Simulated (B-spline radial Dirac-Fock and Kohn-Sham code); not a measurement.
La³⁺: photoemission with 563 eV photons

System: lanthanum as La³⁺, 1s2 2s2 2p6 3s2 3p6 3d10 4s2 4p6 4d10 5s2 5p6.

Calculated with a B-spline atomic structure program, using Dirac-Hartree-Slater photoionisation with all multipoles and Dirac-Fock thresholds. The asymmetry parameter β is from the dipole term alone. Kinetic energies are from the vacuum level.

| subshell | electrons | binding (eV) | kinetic (eV) | σ (kb) | β |
| --- | --- | --- | --- | --- | --- |
| 4s | 2 | 320.1 | 242.9 | 74.9 | 1.96 |
| 4p1/2 | 2 | 259.2 | 303.8 | 74.2 | 1.31 |
| 4p3/2 | 4 | 241.9 | 321.1 | 179 | 1.30 |
| 4d3/2 | 4 | 140.0 | 423.0 | 239 | 1.02 |
| 4d5/2 | 6 | 137.0 | 426.0 | 358 | 1.09 |
| 5s | 2 | 70.94 | 492.1 | 16.2 | 1.97 |
| 5p1/2 | 2 | 51.72 | 511.3 | 14.1 | 1.55 |
| 5p3/2 | 4 | 49.00 | 514.0 | 31.8 | 1.52 |

Branching ratios of the spin-orbit partners (statistical value in brackets): 4p 2.41 (2.00), 4d 1.49 (1.50), 5p 2.25 (2.00).

Run: 3.5 s of CPU time on 1 thread of Intel(R) Xeon(R) 6975P-C (shared host), peak memory 0.40 GiB.
